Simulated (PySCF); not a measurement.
Run record: geometry optimisation, [IrCl6]3- (`[Cl][Ir-3]([Cl])([Cl])([Cl])([Cl])[Cl]`).

Method: PBE0-D3(BJ)/def2-SVP geometry optimisation, gas phase, def2 core potentials past Kr (PySCF 2.14.0). Start geometry: GFN2-xTB. The input is one job of a driver script: a line of settings, then coordinates in Å.

Input:
```
{"job": {"xc": "PBE0", "basis": "def2-SVP", "d3": "d3bj", "grid": 1, "maxiter": 30, "shake": 0.03, "kind": "geom"}, "charge": -3, "multiplicity": 1}
Ir     0.062760    -0.077680     0.012130
Cl    -0.035840    -0.023040     2.361160
Cl    -0.042830     0.002340    -2.394590
Cl     2.468870     0.009690     0.008330
Cl    -2.375910    -0.017780    -0.051930
Cl    -0.021280     2.380250     0.003810
Cl     0.036100    -2.375800    -0.007450
```

Output:
```
step   0  E = -2863.81481322  max force = 0.037576
step   1  E = -2863.82059265  max force = 0.010918
step   2  E = -2863.82088634  max force = 0.002471
step   3  E = -2863.82121828  max force = 0.001141
step   4  E = -2863.82123502  max force = 0.000141
step   5  E = -2863.82123704  max force = 0.000067
optimisation converged
```

Energies in Eh; «max force» is the largest Cartesian gradient component in Eh/bohr.

Task: How much energy does the optimisation release, in eV?

Result: E(step 0) − E(last step) = 0.006424 Eh, which is 0.175 eV.

In short: final energy -2863.82124 Eh after 5 steps.

Task: Where do the atoms end?

Result: 0.065 Å rms from the input after alignment:
```
atom  x, y, z in Å
Ir1    0.0133   -0.0148   -0.0096
Cl2   -0.0028   -0.0258    2.4227
Cl3    0.0270   -0.0034   -2.4418
Cl4    2.4456    0.0081    0.0030
Cl5   -2.4189   -0.0367   -0.0246
Cl6   -0.0079    2.4175    0.0009
Cl7    0.0355   -2.4470   -0.0193
```

The ion is multiply charged and computed in the gas phase, without counter-ions or solvent; whether it holds all its electrons wasn't checked.

The run took 70 s of wall time on one thread of an AMD EPYC 7R43 (shared host), and the process peaked at 0.70 GiB of memory.
Labels such as C1 count atoms from 1, the log's own numbers from 0.
